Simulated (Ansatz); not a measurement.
Computed with frozen-core CCSD(T)/cc-pVTZ // B3LYP-D3(BJ)/def2-TZVP (Ansatz, a program for electronic structure).

Ansatz 0.2 input:
```yaml
crystal:
  periodic: [false, false, false]
  atoms:
    - { symbol: C, position_ang: [-1.274755, -1.216339, 0.025648] }
    - { symbol: Si, position_ang: [-0.289612, 0.160444, 0.04662] }
    - { symbol: C, position_ang: [1.550462, 0.218494, -0.14887] }
    - { symbol: O, position_ang: [-0.823569, 1.700896, 0.24861] }
    - { symbol: H, position_ang: [-0.833902, -2.195387, -0.11136] }
    - { symbol: H, position_ang: [-2.349873, -1.196996, 0.142708] }
    - { symbol: H, position_ang: [1.941453, -0.789026, -0.289398] }
    - { symbol: H, position_ang: [2.019278, 0.657302, 0.733673] }
    - { symbol: H, position_ang: [1.829593, 0.827184, -1.010739] }
    - { symbol: H, position_ang: [-1.769077, 1.833428, 0.36311] }
basis:
  gaussian: { orbitals: cc-pVTZ }
correlation:
  method: ccsd_t
```

Output:

```
Functional definition: HF
1180 factors; integrals over basis functions are off by at most 1.2e-3 eV
mean field evaluation 1: about -12052.7035 eV, gradient 4.5e1 eV
mean field evaluation 2: about -12052.8818 eV, gradient 4.5e1 eV
mean field evaluation 4: about -12057.3117 eV, gradient 3.7e0 eV
mean field evaluation 8: about -12057.3834 eV, gradient 4.4e-1 eV
mean field evaluation 16: about -12057.3848 eV, gradient 1.1e-6 eV
mean field -12057.38482844 eV, -443.1007196561 hartree, gradient 1.1e-6 eV, S^2 0.000000; 0 other end points of the search recorded, 0 dependent functions left out
8 core orbitals not correlated
reference -12057.38482844 eV, -443.1007196561 hartree; 12, 12 occupied and 188, 188 virtual orbitals, 1180 factors
second order -19.17117400 eV of doubles, -0.00000000 eV of singles
cycle   1  -19.53364453 eV  change   -3.6e-1 eV  update   9.2e-2
cycle   2  -19.98062328 eV  change   -4.5e-1 eV  update   2.8e-2
cycle   3  -20.08086747 eV  change   -1.0e-1 eV  update   1.4e-2
cycle   4  -20.07306241 eV  change    7.8e-3 eV  update   3.8e-3
cycle   5  -20.07211521 eV  change    9.5e-4 eV  update   1.6e-3
cycle   6  -20.07257024 eV  change   -4.6e-4 eV  update   5.7e-4
cycle   7  -20.07229413 eV  change    2.8e-4 eV  update   2.0e-4
cycle   8  -20.07233387 eV  change   -4.0e-5 eV  update   8.4e-5
cycle   9  -20.07236104 eV  change   -2.7e-5 eV  update   2.6e-5
perturbative correction -0.81629967 eV, -0.0299984594 hartree
Total energy: -12078.27348915 eV, -443.8683637784 hartree
```

Cost: about 2.1 core-minutes (a rough figure).
